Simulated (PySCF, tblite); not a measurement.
Isomers of C5H5ClO2Si, one GFN2-xTB conformer each. Single-point energies are computed at PBE0/pcSseg-1 (PySCF, gas phase, no added dispersion term), electronic only.

```json
{"SMILES": "O=C(O)C1=CC=C(Cl)[SiH2]1", "GFN2-xTB relative energy (kJ/mol)": "73.1"}
{"SMILES": "O=C(Cl)c1ccc([SiH3])o1", "GFN2-xTB relative energy (kJ/mol)": "0.0"}
{"SMILES": "O=C(Cl)c1cc([SiH3])co1", "GFN2-xTB relative energy (kJ/mol)": "6.4"}
```

Conformers: `[O:1]=[C:2]([OH:3])[C:4]1=[CH:5][CH:6]=[C:7]([Cl:8])[SiH2:9]1` with O1–C2–O3–H 0°, O1–C2–C4–C5 0°; `[O:1]=[C:2]([Cl:3])[c:4]1[cH:5][cH:6][c:7]([SiH3:8])[o:9]1` with O1–C2–C4–C5 0°; `[O:1]=[C:2]([Cl:3])[c:4]1[cH:5][c:6]([SiH3:7])[cH:8][o:9]1` with O1–C2–C4–C5 0°.

Problem. What does PBE0/pcSseg-1 give for the same structures?

Solution. 
| SMILES | PBE0/pcSseg-1 E (Eh) | PBE0/pcSseg-1 (kJ/mol) | GFN2-xTB (kJ/mol) | point group |
| --- | --- | --- | --- | --- |
| O=C(O)C1=CC=C(Cl)[SiH2]1 | -1092.94306 | 0.0 | 73.1 | Cs |
| O=C(Cl)c1cc([SiH3])co1 | -1092.93500 | 21.2 | 6.4 | Cs |
| O=C(Cl)c1ccc([SiH3])o1 | -1092.93398 | 23.9 | 0.0 | Cs |

GFN2-xTB puts O=C(Cl)c1ccc([SiH3])o1 lowest instead; measured from each level's own lowest isomer, the values differ by up to 73.1 kJ/mol (O=C(O)C1=CC=C(Cl)[SiH2]1: 73.1 against 0.0). As drawn, the lowest has an O–H bond, a C(=O)–O unit and a C=C bond outside aromatic rings, which the highest lacks; the highest has an aromatic ring, which the lowest lacks. Neighbours under 10 kJ/mol apart (O=C(Cl)c1cc([SiH3])co1 and O=C(Cl)c1ccc([SiH3])o1) can change places with a better method, another conformer or zero-point energy.

Problem. Which frontier levels, dipoles and rotational constants go with these structures?

Solution. 
```
                  SMILES  HOMO (eV, PBE0/pcSseg-1)  LUMO (eV)  dipole (D)       A, B, C (MHz)
O=C(O)C1=CC=C(Cl)[SiH2]1                     -7.02      -2.61        1.18  3359, 608.7, 518.5
  O=C(Cl)c1cc([SiH3])co1                     -7.70      -2.22        4.40  3614, 552.7, 482.0
  O=C(Cl)c1ccc([SiH3])o1                     -7.59      -2.29        4.60  2338, 693.1, 537.9
```

Problem. What happens when harmonic zero-point energies from GFN2-xTB frequencies are added?

Solution. 
| SMILES | ZPE (kJ/mol) | electronic (kJ/mol) | with ZPE (kJ/mol) |
| --- | --- | --- | --- |
| O=C(O)C1=CC=C(Cl)[SiH2]1 | 220.8 | 0.0 | 0.0 |
| O=C(Cl)c1cc([SiH3])co1 | 215.8 | 21.2 | 16.2 |
| O=C(Cl)c1ccc([SiH3])o1 | 215.6 | 23.9 | 18.7 |

The zero-point energies span 5.2 kJ/mol. The order is unchanged.
